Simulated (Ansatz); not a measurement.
Consider the cleavage of the Si–Si bond: `N[SiH2][SiH2][SiH3]` + `CB(C)O` → `CB(C)O[SiH3]` + `N[SiH2][SiH3]`.

Calculated with Ansatz (gas phase, PBE0-D4/def2-TZVP geometries, no zero-point term in ΔE). CBS: MP2 limit from def2 TZ/QZ plus the TZ coupled-cluster correction, frozen cores. This one scheme is used for every species. Functionals use def2-TZVPP. Each species was taken in one conformer, which may not be the lowest.

Q: Is it downhill or uphill in electronic energy at CCSD(T)/CBS, and by how much? (Estimate.)

A: Computed: Downhill: ΔE = -17.5 kcal/mol.

Q: What do these levels give: PBE-D4, r2SCAN-D4, PBE0-D4, B2PLYP, PBE, r2SCAN, PBE0, HF/def2-TZVPP, MP2/def2-TZVPP, SCS-MP2/def2-TZVPP, CCSD(T)/def2-TZVPP, SCS-MP2/def2-QZVPP? (Estimate.)

A: The calculation gave: PBE-D4 -11.3, r2SCAN-D4 -15.8, PBE0-D4 -13.1, B2PLYP -18.4, PBE -11.2, r2SCAN -15.7, PBE0 -13.1, HF/def2-TZVPP -23.8, MP2/def2-TZVPP -18.9, SCS-MP2/def2-TZVPP -20.2, CCSD(T)/def2-TZVPP -17.4, SCS-MP2/def2-QZVPP -20.3 kcal/mol.

Largest T1 diagnostic among the species: 0.012.

From PBE to PBE0 (25 % exact exchange), in def2-TZVPP and without D4, ΔE moves by −1.9 kcal/mol. In def2-TZVPP, CCSD(T) changes the Hartree–Fock value by +6.4 kcal/mol (the triples alone add +0.9 kcal/mol) and MP2 by +5.0 kcal/mol.
